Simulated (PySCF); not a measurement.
C2H2F3, SMILES FC[C](F)F, multiplicity 2.

The structure is a stationary point at B3LYP-D3(BJ)/def2-SVP. The isomer is the one that the SMILES or the coordinates give; other isomers of the formula were not compared. One conformer was computed; it need not be the lowest.

The numbers are results of TDA-ωB97X/def2-SVPD (PySCF), not measurements.

Vertical excitations. Isolated molecule, no solvent.

Computed lowest excited states:
```
state    energy (eV)  λ (nm)      f                                                  main pairs
-------  -----------  ------  -----  ----------------------------------------------------------
root 1          6.57     189  0.001                        α HOMO→LUMO 15 %, β HOMO−1→LUMO 72 %
root 2          6.84     181  0.036                        α HOMO→LUMO 66 %, β HOMO−1→LUMO 18 %
root 3          6.99     177  0.000                                            β HOMO→LUMO 92 %
root 4          8.01     155  0.035                      α HOMO→LUMO+2 50 %, α HOMO→LUMO+1 31 %
root 5          8.01     155  0.000                                          β HOMO−2→LUMO 87 %
root 6          8.07     154  0.003  α HOMO→LUMO+4 60 %, α HOMO→LUMO+10 11 %, β HOMO−2→LUMO 6 %
root 7          8.61     144  0.031                                          β HOMO−3→LUMO 86 %
root 8          8.74     142  0.003     α HOMO→LUMO+1 42 %, α HOMO→LUMO+2 33 %, α HOMO→LUMO 7 %
root 9          8.95     139  0.001                                          β HOMO−4→LUMO 81 %
root 10         9.03     137  0.012                                          α HOMO→LUMO+3 84 %
```
Unrestricted roots are not spin-pure.
